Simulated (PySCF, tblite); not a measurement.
Calculations on `[Cl][GeH2][SiH2]C(Cl)Cl`, in the order of a workflow; each names the level of the geometry that it ran on. Settings lines and outputs come from a driver script.

Compound: CH₅Cl₃GeSi.
SMILES with atom numbers: `[Cl:1][GeH2:2][SiH2:3][CH:4]([Cl:5])[Cl:6]` (hydrogens: H7, H8 on Ge2; H9, H10 on Si3; H11 on C4)

Step 1: GFN2-xTB geometry optimisation, gas phase (tblite 0.8.0) (from a force-field or distance-geometry start)
```json
{"job": {"kind": "relax", "xc": "GFN2-xTB", "basis": "xTB"}, "charge": 0, "multiplicity": 1}
```
```
step      E/eV     max force
  0    -599.63709    0.875
  1    -599.68175    0.645
  2    -599.78297    0.624
...
 63    -599.91936    0.013
 64    -599.91940    0.018
 65    -599.91944    0.019
 66    -599.91946    0.013
 67    -599.91948    0.008
```

Energy lowered by 6.5 kcal/mol over 67 steps; largest atomic force 0.008 eV/Å at the end. «max force» is the largest atomic force in eV/Å.

Time: 1.0 s of wall time. Hardware: one thread, Arm Neoverse N1 (aarch64), shared host with 64 logical CPUs at a one-minute load of 60.

Step 2: GFN2-xTB harmonic vibrations, gas phase (tblite 0.8.0) (on the GFN2-xTB geometry)
```json
{"job": {"kind": "ir", "xc": "GFN2-xTB", "basis": "xTB"}, "charge": 0, "multiplicity": 1}
```
```
(table of modes left out)
```

27 modes from 20 to 2970 cm⁻¹ (unscaled, harmonic); zero-point energy 31.4 kcal/mol; all wavenumbers are real at this level.

The run took 0.86 s of wall time on an Arm Neoverse N1 with one thread, shared host with 64 logical CPUs at a one-minute load of 60.

Step 3: TDDFT PBE0/def2-SVPD, vertical, gas phase, core orbitals frozen in the response (PySCF 2.14.0, density-fitted response routines) (on the GFN2-xTB geometry)
```json
{"job": {"kind": "uv", "xc": "PBE0", "basis": "def2-SVPD", "nstates": 8, "ntriplets": 3}, "charge": 0, "multiplicity": 1}
```
```
...
Static polarisability (au): isotropic 110.506, principal 101.750 105.661 124.107
Singlet excitations
state   eV       nm        f      main configurations
  1   6.1629    201.2   0.00705   H->L 0.42, H-1->L 0.36
  2   6.2304    199.0   0.00853   H->L+1 0.61, H->L 0.24
  3   6.4254    193.0   0.02012   H-2->L+1 0.43, H-1->L+1 0.23, H->L 0.11
  4   6.4344    192.7   0.03400   H-1->L 0.34, H-2->L+1 0.22, H->L+1 0.21
  5   6.5970    187.9   0.00374   H-1->L+1 0.57, H-2->L+1 0.17, H-2->L 0.11
  6   6.6737    185.8   0.00960   H-2->L 0.64, H-2->L+1 0.12
  7   6.7914    182.6   0.00665   H-3->L 0.69, H-2->L 0.10
  8   6.9395    178.7   0.00465   H->L+2 0.53, H-1->L+2 0.23
Triplet excitations (Tamm-Dancoff, eV): 5.6132 5.6919 5.8673
```

HOMO -8.37 eV, LUMO -1.01 eV; lowest singlet 6.16 eV; lowest triplet 5.61 eV (Tamm–Dancoff); mean polarisability 110.5 au.

On one thread of an Arm Neoverse N1, shared host with 64 logical CPUs at a one-minute load of 60, this took 70 s and 0.82 GiB of memory at its peak.

Geometry of the electronic-property runs (GFN2-xTB):
```
atom  x, y, z in Å
Cl1    2.3341    2.0261    0.8916
Ge2    1.6582    0.2935   -0.1062
Si3   -0.2955   -0.6014    0.8690
C4    -1.6415   -0.0965   -0.4072
Cl5   -1.4423    1.6455   -0.6879
Cl6   -1.3112   -0.9803   -1.9092
H7     1.5561    0.6907   -1.5646
H8     2.8505   -0.6541   -0.0632
H9    -0.3386   -2.0608    0.9584
H10   -0.6820    0.0116    2.1410
H11   -2.6823   -0.2717   -0.1476
```

 (This holds for the electronic-property runs.)

One conformer stands for the species.
